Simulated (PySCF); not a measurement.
Compound: C₅H₄OS (charge +1 and doublet state).
Atom-mapped SMILES: `[O:1]=[C:2]1[CH:3]=[CH:4][S:5][CH:6][CH+:7]1` (hydrogens: H8 on C3; H9 on C4; H10 on C6; H11 on C7)

Structure optimised with GFN2-xTB, isolated species. This method treats the open shell by occupation alone, without spin polarisation.

Q: Give the optimised bond lengths and angles.

A: 
| bond | length (Å) | order |
| --- | --- | --- |
| O1=C2 | 1.207 | double |
| C2–C3, C2–C7 | 1.470 | single |
| C3=C4, C6–C7 | 1.342 | double/single |
| C4–S5, S5–C6 | 1.717 | single |
| C3–H8, C7–H11 | 1.084 | single |
| C4–H9, C6–H10 | 1.084 | single |

Bonds in one row agree within 0.01 Å and their mean is given. Orders are formal, as drawn. A selection of angles:
| angle | degrees |
| --- | --- |
| O1–C2–C3 | 122.2 |
| C3–C2–C7 | 115.6 |
| C2–C3–C4 | 125.5 |
| C2–C3–H8 | 113.8 |
| C4–C3–H8 | 120.7 |
| C3–C4–S5 | 126.4 |
| C3–C4–H9 | 120.2 |
| S5–C4–H9 | 113.4 |
| C4–S5–C6 | 100.6 |

Torsions: O1–C2–C3–C4 180° (antiperiplanar); C2–C3–C4–S5 0° (synperiplanar); C3–C4–S5–C6 0° (synperiplanar); C4–S5–C6–C7 0° (synperiplanar); S5–C6–C7–C2 0° (synperiplanar); O1–C2–C7–C6 180° (antiperiplanar).

The 7 heavy atoms lie in one plane (0.000 Å rms). C2 (carbon bonded to 2 C and O) is planar (angles 122.2°, 122.2° and 115.6°, sum 360.0°, 0.00 Å off the plane of its three neighbours). C4 (carbon bonded to C, S and H) is planar (angles 126.4°, 120.2° and 113.4°, sum 360.0°, 0.00 Å off the plane of its three neighbours). The 6-membered ring C2–C3–C4–S5–C6–C7 has internal angles of 100.6° to 126.4°; it is planar, 0.00 Å rms from its mean plane, widest ring torsion 0°. C3 (carbon bonded to 2 C and H) is planar (angles 125.5°, 120.7° and 113.8°, sum 360.0°, 0.00 Å off the plane of its three neighbours). S5 (sulfur bonded to 2 C) is bent (angle 100.6°). The C–C distances run from 1.342 Å (C3=C4, drawn double) to 1.470 Å (C2–C3, drawn single), a spread of 0.128 Å.

Point group: C2v (every atom within 0.08 Å of its image). Stationary, but not proved a minimum.

The numbers are calculated, not measured.
